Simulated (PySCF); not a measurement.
C₃H₁₁AsOSi.
Structure used (PBE0-D3(BJ)/def2-SVP), in Å, numbered top down from 1:
```
atom  x, y, z in Å
C1    -0.4683    1.5814    0.5101
C2    -0.3126    0.2222   -0.1487
C3    -1.6328   -0.3588   -0.6142
O4     0.2677   -0.6853    0.7762
Si5    1.8680   -1.1384    0.7411
As6    3.2796    0.7355    1.1201
H7    -0.9180    2.3080   -0.1833
H8    -1.1140    1.4953    1.3973
H9     0.5048    1.9777    0.8381
H10    0.3516    0.3308   -1.0318
H11   -2.1237    0.3065   -1.3401
H12   -2.3048   -0.4969    0.2467
H13   -1.4763   -1.3392   -1.0870
H14    2.0584   -2.1063    1.8564
H15    2.1897   -1.7949   -0.5669
H16    4.5179   -0.1087    0.8239
H17    3.1706    1.1785   -0.3373
```

Computed at PBE0/pcSseg-1 (PySCF, non-relativistic), with Q(17O) = −0.0256 b, Q(75As) = 0.314 b: O4, 17O (I = 5/2): χzz = -10.02 MHz, η = 0.497; As6, 75As (I = 3/2): χzz = -148.5 MHz, η = 0.562.

Find the zero-field quadrupole resonance frequencies of 17O at O4.

From the eigenvalues of H = χ/[4I(2I − 1)] × [3Iz² − I(I + 1) + η(Ix² − Iy²)], steps between neighbouring levels, labelled as for η = 0: ±1/2↔±3/2 1.863 MHz, ±3/2↔±5/2 2.880 MHz (silyl ether oxygen).

Find the zero-field quadrupole resonance frequencies of 75As at As6.

From ν = (|χ|/2)√(1 + η²/3): ν = 78.08 MHz (arsenic bonded to Si and 2 H).

In a crystal, neighbours and librations shift these lines. The structure is a single PBE0-D3(BJ)/def2-SVP conformer in the gas phase; no vibrational or solvent corrections. The calculation is non-relativistic, for arsenic too. With so small a basis the couplings can be 20 % off.
